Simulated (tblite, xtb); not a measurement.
H2MoO4, charge -1, doublet, at a GFN2-xTB geometry (such geometries of metal compounds can be far from the true shape) (the multiplicity is a formal guess). Base run: GFN1-xTB in xtb.

The xtb input:
```
$ xtb mol.xyz --gfn 1 --chrg -1 --uhf 1 --json

# file mol.xyz
7

Mo     0.15149038     0.00251158     0.01859891
O      1.26724167    -0.16632926    -1.20631608
O      0.93177013     0.20278703     1.47629510
O     -1.24429305    -0.98285415    -0.93786295
H     -0.91723910    -1.36587719    -1.75472871
O     -1.46557986     0.93792672     0.60516404
H     -1.35846784     1.32814787     1.47533361
```

Programs used: tblite, xtb; a row that names a program was run with it.

Each row names what was changed in the base input (with any setting that the change needs).

```
change                                                         ΔE vs base (kcal/mol)  G_solv (kcal/mol)  SCF cycles
-------------------------------------------------------------  ---------------------  -----------------  ----------
base                                                                           0.000                  -           9
program = tblite; method = gfn1                                                0.000                  -           -
alpb = acetonitrile                                                            -75.2             -76.41           9
etemp = 10000                                                                 -27.81                  -           9
acc = 30                                                                       0.000                  -           7
program = tblite; method = gfn1; option = (--etemp, 2000)                     -0.022                  -           -
program = tblite; method = gfn1; option = (--efield, 0,0,0.1)                  0.061                  -           -
program = tblite; method = gfn1; option = --grad                               0.000                  -           -
alpb = cs2                                                                    -50.97             -51.56           9
file = coord                                                                   0.000                  -           9
gbsa = chcl3                                                                  -38.57             -38.63           9
```

ALPB and GBSA are two models with their own fitted parameters for each solvent, which aren't always the measured dielectric constant.
